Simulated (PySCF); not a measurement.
Correlation energy of Ca(2+) (calcium, charge +2)

[Ar], closed-shell 1S. Calculation: PySCF 2.14, in def2-TZVPPD; no relativity, point nucleus. Frozen: [Ne]; 8 electrons correlated.

| level | correlation energy (mhartree) |
| --- | --- |
| CCSD | -176.53 |
| (T) | -2.26 |
| CCSD(T) | -178.79 |
| CCSDT | -179.02 |

Diagnostics: T1 = 0.00085, D1 = 0.0015, largest double amplitude 0.026.

Q: Is a single reference adequate?

A: Yes: T1 lies below 0.03 and no double amplitude reaches 0.07.

This basis was not built for core-valence correlation, so the inner-shell part is incomplete.
